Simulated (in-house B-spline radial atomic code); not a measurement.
A fraction x of an electron is added to 5s in Ag, starting from [Kr] 4d10 5s1 and keeping the highest spin. Computed with a radial B-spline atomic code at the basis-set limit: scalar-relativistic (X2C) OLYP, spin-polarised, spherical fractional occupations, Fermi nucleus of rms radius 4.5454 fm.

```csv
x,E(x) - E(0) (eV),5s down level (eV)
0,0.0000,-
0.1,-0.3544,-3.216
0.2,-0.6444,-2.591
0.3,?,?
0.4,-1.0474,-1.464
0.5,?,?
0.6,-1.2392,-0.475
0.7,-1.2642,-0.032
```

Problem. What belongs in the row x = 0.3?

Solution. An energy change of -0.8740 eV; 5s down at -2.009 eV.

Problem. What belongs in the row x = 0.5?

Solution. An energy change of -1.1680 eV; 5s down at -0.954 eV.

Problem. Check Janak's theorem between x = 0.1 and 0.2.

Solution. The slope of the energy is -2.90 eV; the orbital levels give -2.90 eV (ε of the filling orbital, averaged over the two points).

Problem. Up to what added charge does this functional bind the extra electron?

Solution. The highest level rises by about 4.4 eV per electron near x = 0.7 and would reach zero near x = 0.71, so a whole extra electron isn't bound at the basis-set limit.
